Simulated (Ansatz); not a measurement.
`BCO[SiH3]` + `BNC` → `BN(B)C` + `CO[SiH3]` at 500 K and 1 bar (ligand exchange at a B–C bond).

Computed with Ansatz on PBE0-D4/def2-TZVP structures; ΔE is electronic, products minus reactants. CCSD(T)/CBS is the MP2 limit (def2-TZVPP, def2-QZVPP) plus CCSD(T) − MP2 in def2-TZVPP, frozen cores. This one scheme is used for every species. One conformer a species, not always the lowest.

```tsv
species	CCSD(T)/CBS energy (Eh)	H − E (kJ/mol)	S (J/(mol·K))
`BCO[SiH3]`	-431.30140	246.1	393.6
`BNC`	-121.18426	231.8	309.7
`BN(B)C`	-146.59307	270.0	361.5
`CO[SiH3]`	-405.93001	211.0	345.4
```

H − E and S are ideal-gas, rigid-rotor, harmonic terms from PBE0-D4/def2-TZVP, for one conformer and one mirror image of each species. 1 Eh = 2625.50 kJ/mol, R = 8.31446 J/(mol·K).

Q: By hand: ΔE, ΔH, ΔS and ΔG.

A: ΔE = (-146.59307) + (-405.93001) − (-431.30140) − (-121.18426) = -0.03742 Eh = -98.2 kJ/mol. Δ(H − E) = 270.0 + 211.0 − 246.1 − 231.8 = 3.1, so ΔH = -95.1 kJ/mol. ΔS = 361.5 + 345.4 − 393.6 − 309.7 = 3.6 J/(mol·K). ΔG = -95.1 − 500 × (3.6)/1000 = -96.9 kJ/mol.

Q: By hand: the equilibrium constant, and the temperature at which ΔG would vanish if ΔH and ΔS stayed fixed.

A: log₁₀ K = −ΔG/(RT ln 10) = 10.1. ΔH and −TΔS have one sign here, so there is no such temperature. One of them is within its doubt of zero, so this could turn.

The number of gas molecules stays the same, so ΔS is small and ΔH decides. A doubt of 5 kJ/mol in ΔE shifts log₁₀ K by 0.5 here. Other conformers and mirror images would add mixing entropy, several J/(mol·K) or more a flexible species. Modes under 60 cm⁻¹, often nearly free rotors, make the harmonic entropy too high. These are equilibria of isolated gas molecules and say nothing of rates. Largest T1 diagnostic: 0.012 (customary marks: 0.02 for closed shells, 0.045 for open ones).
